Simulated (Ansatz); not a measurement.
Two isomers of CH7BOSi: A = `CB[SiH2]O`, B = `OCB[SiH3]`.

Program: Ansatz. Geometries: PBE0-D4/def2-TZVP. ΔE: electronic, gas phase. CCSD(T)/CBS adds triple-zeta CCSD(T) − MP2 to the extrapolated MP2 energy (def2 sets, frozen cores). DFT in def2-TZVPP. Each species was taken in one conformer, which may not be the lowest.

**Question.** Which is lower in electronic energy at CCSD(T)/CBS, and by how much? (An estimate is asked.)

**Answer.** Ansatz gave: A, by 43.5 kcal/mol.

**Question.** Give E(B) − E(A) in kcal/mol with CCSD(T)/def2-SVP, ωB97M-V, CCSD/def2-TZVPP, PBE-D4, PBE0-D4, r2SCAN-D4, MP2/def2-TZVPP. (Estimate.)

**Answer.** Computed: CCSD(T)/def2-SVP 37.7, ωB97M-V 42.6, CCSD/def2-TZVPP 43.0, PBE-D4 39.7, PBE0-D4 41.0, r2SCAN-D4 42.7, MP2/def2-TZVPP 45.1. None reverses the order clearly.

**Question.** Does the order hold for the free energy at 298.15 K (harmonic terms from PBE0-D4)? (Estimate.)

**Answer.** The calculation gave: Yes: G(B) − G(A) = +42.7 kcal/mol, for one conformer each.

Largest T1 diagnostic: 0.012.

At CCSD(T), def2-SVP lies −5.8 kcal/mol from the extrapolated value and def2-TZVPP −0.7 kcal/mol. Leaving LDA and LC-ωPBE aside and taking each functional with its dispersion term where it has one, the values, not all of them listed here, spread over 4.2 kcal/mol, from revPBE-D4 to BHLYP-D4.
